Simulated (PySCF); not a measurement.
## Dipole response of Ge (germanium, neutral)

[Ar] 3d10 4s2 4p2, high-spin 3P determinant. Calculation: PySCF 2.14, in aug-cc-pVQZ-DK; scalar relativity by spin-free X2C-1e. Coupled (time-dependent) response in atomic units; α is the mean over directions.

```json
{"method": "UHF", "mean α (bohr³)": "41.28", "α xx, yy, zz": "33.23, 45.31, 45.31", "C₆ (like pair)": "361.6", "S(−4)": "662.6"}
{"method": "PBE", "mean α (bohr³)": "45.78", "α xx, yy, zz": "34.82, 51.25, 51.25", "C₆ (like pair)": "397.8", "S(−4)": "1014"}
{"method": "PBE0", "mean α (bohr³)": "43.11", "α xx, yy, zz": "33.60, 47.87, 47.87", "C₆ (like pair)": "373.3", "S(−4)": "822.6"}
{"method": "BLYP", "mean α (bohr³)": "46.76", "α xx, yy, zz": "35.18, 52.54, 52.54", "C₆ (like pair)": "404.7", "S(−4)": "1106"}
```

S(−4) is the Cauchy moment in α(ω) = α(0) + S(−4) ω² + …

Reference α: 40 ± 1 bohr³ (recommended; Schwerdtfeger and Nagle, table of static dipole polarizabilities (2023 update)). Published C₆: 354.0 (Chu and Dalgarno (2004); Tang, Norbeck and Certain (1976)).

Spin-orbit coupling is absent.

α(iu) at PBE:

```tsv
u (hartree)	α(iu) (bohr³)
0	45.78
0.0500	43.44
0.100	38.08
0.200	27.02
0.300	19.23
0.500	10.74
0.750	6.130
1.00	3.990
1.50	2.141
2.00	1.371
3.00	0.7250
5.00	0.3119
```

A single London oscillator, α(iu) = α/(1 + u²/ω²), gives C₆ = (3/4) ω α². Matching the computed C₆ needs ω = 4 × 397.8 / (3 × 45.78²) = 0.253 hartree.

The components differ because the open shell of this determinant is not spherical; for a pure term their mean is the scalar polarisability.
